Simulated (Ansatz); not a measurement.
**Nudged elastic band run: BrCl3H3NTi**

input.yaml

```yaml
crystal:
  periodic: [false, false, false]
  atoms:
    - { symbol: Ti, position_ang: [-0.129486, 0.247657, -0.016495] }
    - { symbol: "N", position_ang: [0.08448, -0.091759, 1.822049] }
    - { symbol: H, position_ang: [-0.69422, -0.425376, 2.407622] }
    - { symbol: H, position_ang: [0.752706, 0.439604, 2.398044] }
    - { symbol: Cl, position_ang: [1.878444, 0.479664, -0.839274] }
    - { symbol: Cl, position_ang: [-1.259215, 2.112037, -0.249989] }
    - { symbol: Cl, position_ang: [-1.27141, -1.426338, -0.827161] }
    - { symbol: Br, position_ang: [1.796244, -2.969639, 2.318876] }
    - { symbol: H, position_ang: [1.065456, -1.738049, 1.987529] }
basis:
  gaussian: { orbitals: def2-SVP }
hamiltonian:
  xc: pbe
neb:
  order_check: false
  images: 9
  f_tol: 0.2
  max_iterations: 60
  final_atoms:
    - { symbol: Ti, position_ang: [0.63319712, -0.23080861, 0.07629837] }
    - { symbol: "N", position_ang: [-0.28555929, -0.54341171, 2.16981872] }
    - { symbol: H, position_ang: [-1.26225346, -0.21732142, 2.19074749] }
    - { symbol: H, position_ang: [0.23429543, -0.01938359, 2.88768132] }
    - { symbol: Cl, position_ang: [1.53791754, 0.07221704, -1.91389907] }
    - { symbol: Cl, position_ang: [0.10963991, 1.88369819, 0.51901518] }
    - { symbol: Cl, position_ang: [-1.01701074, -1.59641318, -0.51114306] }
    - { symbol: Br, position_ang: [2.55234624, -1.18447371, 1.1406543] }
    - { symbol: H, position_ang: [-0.27957375, -1.53630201, 2.44202775] }
  initial_path:
    images:
      - { positions_ang: [[-0.129486, 0.247657, -0.016495], [0.08448, -0.091759, 1.822049], [-0.69422, -0.425376, 2.407622], [0.752706, 0.439604, 2.398044], [1.878444, 0.479664, -0.839274], [-1.259215, 2.112037, -0.249989], [-1.27141, -1.426338, -0.827161], [1.796244, -2.969639, 2.318876], [1.065456, -1.738049, 1.987529]] }
      - { positions_ang: [[-0.10724469, 0.20500501, -0.00953052], [0.07116521, -0.0843502, 1.94292069], [-0.72509876, -0.41102509, 2.51785556], [0.78223311, 0.39268258, 2.50907134], [1.94364166, 0.40062954, -0.83202882], [-1.24003051, 2.08675468, -0.3364092], [-1.24297347, -1.51694244, -0.82685427], [1.7374718, -2.82412525, 2.01723114], [1.00383464, -1.62082782, 2.01894507]] }
      - { positions_ang: [[-0.08500338, 0.16235301, -0.00256604], [0.05785043, -0.07694141, 2.06379239], [-0.75597752, -0.39667418, 2.62808913], [0.81176023, 0.34576116, 2.62009867], [2.00883931, 0.32159507, -0.82478364], [-1.22084601, 2.06147235, -0.4228294], [-1.21453695, -1.60754687, -0.82654754], [1.6786996, -2.6786115, 1.71558628], [0.94221329, -1.50360664, 2.05036115]] }
      - { positions_ang: [[-0.06276207, 0.11970102, 0.00439844], [0.04453564, -0.06953261, 2.18466408], [-0.78685628, -0.38232327, 2.73832269], [0.84128734, 0.29883974, 2.73112601], [2.07403697, 0.24256061, -0.81753846], [-1.20166152, 2.03619003, -0.50924959], [-1.18610042, -1.69815131, -0.82624081], [1.6199274, -2.53309775, 1.41394142], [0.88059193, -1.38638546, 2.08177722]] }
      - { positions_ang: [[-0.04052076, 0.07704902, 0.01136292], [0.03122086, -0.06212381, 2.30553578], [-0.81773504, -0.36797236, 2.84855625], [0.87081445, 0.25191832, 2.84215334], [2.13923463, 0.16352614, -0.81029328], [-1.18247702, 2.01090771, -0.59566979], [-1.1576639, -1.78875575, -0.82593407], [1.5611552, -2.387584, 1.11229656], [0.81897058, -1.26916428, 2.1131933]] }
      - { positions_ang: [[-0.01827945, 0.03439703, 0.01832739], [0.01790607, -0.05471502, 2.42640747], [-0.84861379, -0.35362144, 2.95878981], [0.90034156, 0.2049969, 2.95318068], [2.20443229, 0.08449168, -0.8030481], [-1.16329253, 1.98562538, -0.68208999], [-1.12922737, -1.87936018, -0.82562734], [1.50238301, -2.24207025, 0.8106517], [0.75734922, -1.1519431, 2.14460937]] }
      - { positions_ang: [[0.11201586, -0.0186441, 0.02992159], [-0.042787, -0.15245435, 2.37508972], [-0.93134173, -0.32636144, 2.80518135], [0.76713234, 0.1601208, 2.94008081], [2.07112934, 0.08203675, -1.02521829], [-0.90870604, 1.96523995, -0.44186896], [-1.10678404, -1.82277078, -0.76273049], [1.71237565, -2.03055094, 0.87665222], [0.54996463, -1.22881489, 2.20409305]] }
      - { positions_ang: [[0.24231118, -0.07168523, 0.04151579], [-0.10348007, -0.25019369, 2.32377197], [-1.01406966, -0.29910143, 2.65157288], [0.63392311, 0.1152447, 2.92698094], [1.93782639, 0.07958182, -1.24738849], [-0.65411955, 1.94485451, -0.20164792], [-1.08434072, -1.76618138, -0.69983363], [1.9223683, -1.81903163, 0.94265274], [0.34258003, -1.30568667, 2.26357672]] }
      - { positions_ang: [[0.37260649, -0.12472635, 0.05310998], [-0.16417315, -0.34793303, 2.27245422], [-1.09679759, -0.27184143, 2.49796442], [0.50071388, 0.0703686, 2.91388106], [1.80452344, 0.07712689, -1.46955868], [-0.39953306, 1.92446907, 0.03857311], [-1.06189739, -1.70959198, -0.63693677], [2.13236094, -1.60751233, 1.00865326], [0.13519544, -1.38255845, 2.3230604]] }
      - { positions_ang: [[0.50290181, -0.17776748, 0.06470418], [-0.22486622, -0.44567237, 2.22113647], [-1.17952553, -0.24458142, 2.34435595], [0.36750465, 0.02549251, 2.90078119], [1.67122049, 0.07467197, -1.69172888], [-0.14494657, 1.90408363, 0.27879414], [-1.03945406, -1.65300258, -0.57403991], [2.34235359, -1.39599302, 1.07465378], [-0.07218916, -1.45943023, 2.38254407]] }
      - { positions_ang: [[0.63319712, -0.23080861, 0.07629837], [-0.28555929, -0.54341171, 2.16981872], [-1.26225346, -0.21732142, 2.19074749], [0.23429543, -0.01938359, 2.88768132], [1.53791754, 0.07221704, -1.91389907], [0.10963991, 1.88369819, 0.51901518], [-1.01701074, -1.59641318, -0.51114306], [2.55234624, -1.18447371, 1.1406543], [-0.27957375, -1.53630201, 2.44202775]] }
```

Command:

```bash
$ ansatz run input.yaml --threads 4 --pin off --max-ram 5120MiB --backend cpu --events-out ev --progress --plain --runs-dir out
```

Output, in part (warnings, iteration lines, the closing report on the highest movable image, with atoms numbered from 0):

```
NEB end point (image 0): max|allowed force component| = 1.686e-2 eV/Å (the criterion of neb.relax_end_points is 4.000e-2)
NEB end point (image 10): max|allowed force component| = 1.077e-2 eV/Å (the criterion of neb.relax_end_points is 4.000e-2)
NEB iter   1: max|band force component| = 3.906e0 eV/Å  barrier→ = 2.3291 eV  barrier← = 3.6355 eV  Δτ_max = 0.2000 Å  (865 SCF iters)
NEB iter   2: max|band force component| = 1.889e0 eV/Å  barrier→ = 0.6973 eV  barrier← = 2.0036 eV  Δτ_max = 0.2000 Å  (354 SCF iters)
NEB iter   3: max|band force component| = 3.174e0 eV/Å  barrier→ = 0.1982 eV  barrier← = 1.5045 eV  Δτ_max = 0.1015 Å  (319 SCF iters)
NEB iter   4: max|band force component| = 1.171e0 eV/Å  barrier→ = 0.1766 eV  barrier← = 1.4829 eV  Δτ_max = 0.2000 Å  (318 SCF iters)
NEB iter   5: max|band force component| = 1.540e0 eV/Å  barrier→ = 0.2012 eV  barrier← = 1.5075 eV  Δτ_max = 0.1016 Å  (320 SCF iters)
NEB iter   6: max|band force component| = 7.074e-1 eV/Å  barrier→ = 0.1887 eV  barrier← = 1.4950 eV  Δτ_max = 0.2000 Å  (316 SCF iters)
NEB iter   7: max|band force component| = 4.124e-1 eV/Å  barrier→ = 0.1567 eV  barrier← = 1.4630 eV  CI = image 3  Δτ_max = 0.1266 Å  (309 SCF iters)
NEB iter   8: max|band force component| = 2.239e-1 eV/Å  barrier→ = 0.1693 eV  barrier← = 1.4756 eV  CI = image 3  Δτ_max = 0.0398 Å  (311 SCF iters)
NEB iter   9: max|band force component| = 1.323e-1 eV/Å  barrier→ = 0.1612 eV  barrier← = 1.4675 eV  CI = image 3  Δτ_max = 0.0000 Å  (614 SCF iters)
Total energy: -132217.36759264 eV, -4858.8986388788 hartree
Atom 0 at     0.051855    -0.027339     0.111668 Å, force    -0.090025     0.103425     0.022740 eV/Å
Atom 1 at     0.089532    -0.140657     2.067140 Å, force     0.066085    -0.072111    -0.103603 eV/Å
Atom 2 at    -0.802796    -0.233950     2.574244 Å, force     0.007029    -0.005832     0.003947 eV/Å
Atom 3 at     0.718624     0.480284     2.596665 Å, force    -0.018577     0.024172    -0.004133 eV/Å
Atom 4 at     1.990892     0.376875    -0.795772 Å, force     0.008987    -0.009390     0.016803 eV/Å
Atom 5 at    -1.086223     1.815202    -0.242047 Å, force     0.039065    -0.059992     0.028567 eV/Å
Atom 6 at    -1.206964    -1.581604    -0.753124 Å, force     0.008716    -0.003234     0.002399 eV/Å
Atom 7 at     1.660602    -2.643175     1.435223 Å, force    -0.000640    -0.018527     0.021951 eV/Å
Atom 8 at     0.807476    -1.417836     2.007204 Å, force    -0.020640     0.041489     0.011330 eV/Å
Dipole moment:    -0.334097     0.554040     0.476423 e Å
```

The run converged. The threshold of 0.2 eV/Å is loose, so the images may lie well off the minimum-energy path. The order of the stationary point at the top wasn't checked. The orbitals stay closed-shell, which can raise the energy where a bond breaks towards radicals; this wasn't checked here.

Final band (atoms are numbered from 1 in the order of the input):

```tsv
image	path coordinate (Å)	energy (eV)	Br8–H9 (Å)	Ti1–Br8 (Å)	N2–H9 (Å)
0	0.00	0.000	1.47	4.42	1.92
1	0.46	0.008	1.47	4.15	1.91
2	0.93	0.058	1.49	3.75	1.78
3	1.39	0.161	1.60	3.34	1.47
4	1.96	-0.334	1.95	2.94	1.10
5	2.53	-0.918	2.26	2.57	1.04
6	3.10	-1.080	2.60	2.47	1.03
7	3.68	-1.115	2.70	2.45	1.03
8	4.25	-1.179	2.81	2.43	1.03
9	4.82	-1.261	2.95	2.41	1.03
10	5.39	-1.306	3.14	2.39	1.03
```

Time of the run: 3.3 min on 4 threads of Arm Neoverse V2, on a shared host, peak memory 0.28 GiB.
